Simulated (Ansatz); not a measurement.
Relaxation of the cluster FeF₂⁺ with UKS r2SCAN-D4/def2-TZVP.

```sh
$ ansatz run in.yaml --threads 4 --pin off --events-out ev --progress --plain --max-ram 3916MiB
```

```yaml
crystal:
  periodic: [false, false, false]
  atoms:
    - {symbol: Fe, position_ang: [0.000118, -0.000126, -0.000078]}
    - {symbol: F, position_ang: [1.166540, 0.367030, 1.177796]}
    - {symbol: F, position_ang: [-1.166658, -0.366904, -1.177718]}
basis:
  gaussian: {orbitals: def2-TZVP}
total_charge: 1
magnetization: {spin_polarized: true, initial_magnetization: 1}
hamiltonian: {xc: r2scan, dispersion: d4}
scf: {omitted_lower_state_checks: [starts]}
output: {orbitals: {seedname: orbitals}}
relax: {f_tol: 0.02, max_steps: 100}
```

It took 1.8 min on 4 threads of AMD EPYC 7R43 on a shared host.

Positions (Å) and forces (eV/Å) at steps 1, 2, 3, 4 of 4:

```xyz
3
step=1 energy=-39811.2848 eV
Fe    0.000    0.000    0.000    0.000    0.000    0.000
F     1.167    0.367    1.178   -0.672   -0.212   -0.679
F    -1.167   -0.367   -1.178    0.673    0.211    0.679
3
step=2 energy=-39811.3083 eV
Fe    0.000    0.000    0.000    0.000    0.000    0.000
F     1.156    0.364    1.167   -0.352   -0.111   -0.355
F    -1.156   -0.364   -1.167    0.352    0.111    0.355
3
step=3 energy=-39811.3143 eV
Fe    0.000    0.000    0.000    0.000    0.000    0.000
F     1.150    0.362    1.162   -0.181   -0.057   -0.183
F    -1.151   -0.362   -1.161    0.181    0.057    0.182
3
step=4 energy=-39811.3164 eV
Fe    0.000    0.000    0.000    0.000    0.000    0.000
F     1.145    0.360    1.156    0.007    0.002    0.007
F    -1.145   -0.360   -1.156   -0.007   -0.002   -0.007
```

The relaxed charge 1 doublet is spin-contaminated (final ⟨S²⟩ up to 2.31, 0.75 for a pure state). No other spin state of charge 1 was run. The structure comes from a short search, and lower isomers may exist.
